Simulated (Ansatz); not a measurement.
Gas-phase electronic energies from Ansatz, PBE0-D4/def2-TZVP geometries. CCSD(T)/CBS is the MP2 limit (def2-TZVPP, def2-QZVPP) plus CCSD(T) − MP2 in def2-TZVPP, frozen cores. This one scheme is used for every species. DFT in def2-TZVPP. For Zn outer-core shells are correlated without core-valence functions, which leaves a few kJ/mol of doubt a bond. Scalar relativity is left out up to krypton. One conformer a species, not always the lowest.

Consider the ligand exchange at a Zn–S bond: `[NH2][Zn][SH]` + silanol → `[NH2][Zn][O][SiH3]` + H₂S.

`[NH2][Zn][SH]`:

Cartesian coordinates in Å:
```
N 0.354 0.699 -1.306
Zn 0.200 0.016 0.367
S 0.180 -0.698 2.402
H 0.556 0.060 -2.061
H -0.354 1.349 -1.618
H -0.935 -1.426 2.216
```

`O[SiH3]`:

```xyz
6

O     0.897   -0.777    0.484
Si   -0.368    0.137   -0.044
H     1.768   -0.575    0.141
H    -0.187    1.575    0.296
H    -1.567   -0.395    0.643
H    -0.543    0.034   -1.519
```

`[NH2][Zn][O][SiH3]`:

Cartesian coordinates in Å:
```
N 1.606 -1.828 1.556
Zn 0.419 -0.885 0.572
O -0.858 -0.131 -0.381
Si -1.260 1.240 -1.146
H 2.501 -1.995 1.115
H 1.784 -1.470 2.484
H -1.086 2.436 -0.270
H -0.422 1.457 -2.362
H -2.685 1.176 -1.568
```

H₂S:

Cartesian coordinates in Å:
```
S 0.372 0.446 0.215
H 0.187 -0.843 0.535
H -0.559 0.396 -0.750
```

```
       level  ΔE (eV)
        BLYP     0.34
MP2/def2-SVP     0.09
```

(1) What does CCSD(T)/CBS give? (Best estimate.)

Largest T1 diagnostic among the species: 0.015.

Results:

(1) The calculation gave: +0.34 eV. The listed levels differ from it by 0.00, -0.25 eV.

In def2-TZVPP, CCSD(T) changes the Hartree–Fock value by −0.05 eV (the triples alone add +0.00 eV) and MP2 by −0.03 eV. Leaving LDA and LC-ωPBE aside and taking each functional with its dispersion term where it has one, the values, not all of them listed here, spread over 0.13 eV, from CAM-B3LYP-D4 to HSE06-D4. At CCSD(T), def2-SVP lies −0.27 eV from the extrapolated value and def2-TZVPP −0.06 eV.
